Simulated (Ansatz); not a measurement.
# A barrier at the coupled-cluster level

Start structure (BH$_{4}$Cl$_{2}$OF, singlet), relaxed at PBE0-D4/def2-TZVP:

```
9
angstrom
B -0.1222 0.6842 -0.6066
H -0.5026 -0.3807 -1.0456
Cl 1.2581 1.3562 -1.5427
Cl -1.5182 1.8204 -0.3160
H 0.4633 -0.5889 1.0386
O 0.4225 0.3794 0.8848
H -0.0713 -1.8632 -0.3701
F 0.2554 -2.1988 0.4414
H -0.1849 0.7915 1.5161
```

The step: BHCl₂ ([Cl][BH][Cl]) + H₂O + HF → BHCl₂O ([OH][B]([Cl])[Cl]) + HF + H₂; bonds formed: H2–H7, H5–F8; dative contacts that become bonds: B1–O6; bonds broken: B1–H2, H5–O6, H7–F8. Ansatz 0.2.0; basis: def2-TZVPP and def2-QZVPP; cores frozen in the correlated methods. Extrapolation: Hartree–Fock as exp(−7.88 √X), correlation as X^−2.97. Energies below are by CCSD(T) at an estimated basis limit (MP2 extrapolated from triple and quadruple zeta, plus CCSD(T) − MP2 in triple zeta).

What are the electronic barrier and the energy of the step, from the start structure to the end structure? (To be estimated.)

By the calculation: Barrier 20.94 kcal/mol; step energy -15.61 kcal/mol (downhill); reverse barrier, their difference, 36.55 kcal/mol. Barrier and step energy count from the start structure, the reverse barrier from the end structure.

The saddle point: One imaginary mode of 1237i cm⁻¹.
```json
{"pair": "B1–O6", "start (Å)": "1.62", "saddle (Å)": "1.48", "end (Å)": "1.35"}
{"pair": "H2–H7", "start (Å)": "1.69", "saddle (Å)": "0.93", "end (Å)": "0.75"}
{"pair": "H5–F8", "start (Å)": "1.73", "saddle (Å)": "1.12", "end (Å)": "0.93"}
{"pair": "B1–H2", "start (Å)": "1.21", "saddle (Å)": "1.37", "end (Å)": "3.68"}
{"pair": "H5–O6", "start (Å)": "0.98", "saddle (Å)": "1.22", "end (Å)": "1.77"}
{"pair": "H7–F8", "start (Å)": "0.94", "saddle (Å)": "1.25", "end (Å)": "2.68"}
```

Zero-point energy (harmonic, PBE0-D4): ZPE is 33.96 kcal/mol at the start and 30.85 kcal/mol at the saddle, so the barrier goes from 20.94 to 17.83 kcal/mol.

No T1 diagnostic of these runs exceeds 0.011.

Labels in which every atom is bracketed show which atoms are joined, not bond orders.

For scale, one of the runs: CCSD(T)/def2-TZVPP, 233 basis functions, launched by `ansatz run in.yaml --threads 4 --pin off --events-out ev --progress --plain --max-ram 9574MiB`. Time: 88 s of wall clock on 4 CPU threads of an Intel Xeon Platinum 8259CL; the host was shared. Peak host memory: 4.2 GiB.
